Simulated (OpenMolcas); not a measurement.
# Sm3+: effect of the metal basis and ligand basis

Sm3+ with 7 ligands (chloride) in pentagonal bipyramidal coordination (D5h) at 2.78 Å, the axial distance 2.836 Å. A charge of +0.571 e stands 3.2 Å behind each ligand.

```yaml
Program: OpenMolcas
Method: CASSCF
Spin-orbit_coupling: RASSI with atomic mean-field integrals over the reference wave functions
```

Fixed: active space 5 electrons in 7 orbitals (4f), DKH2 Hamiltonian.

Energies in cm-1 above the lowest state or level, χT in cm3 K/mol.

| Run | Metal basis | Ligand basis | Ground state | First state of that spin | First gap with spin-orbit (degeneracies) | Width of lowest J | χT at 300 K | Cost |
| --- | --- | --- | --- | --- | --- | --- | --- | --- |
| A | ANO-RCC-VDZP | ANO-RCC-VDZP | 2S+1 = 6 | 36.8 | 86.1 (2, 2) | 232 | 0.304 | roughly 4 core-minutes |
| B | ANO-RCC-VTZP | ANO-RCC-VTZP | 2S+1 = 6 | 40.3 | 90.2 (2, 2) | 243 | 0.305 | roughly 17 core-minutes |

Against A, the width of the lowest J multiplet changes by +4.7 % in B.

Costs are those of the RASSCF and RASSI steps.

High states are left out of the spin-orbit mixing, which shifts the levels that they would mix with. Without dynamic correlation the ligand-field splitting of an f shell can come out too small, at times by half. No measured value stands beside these numbers; the geometry was imposed, not optimised, and the real ion may take another.

A state without a sure symmetry label is named by its multiplicity alone.
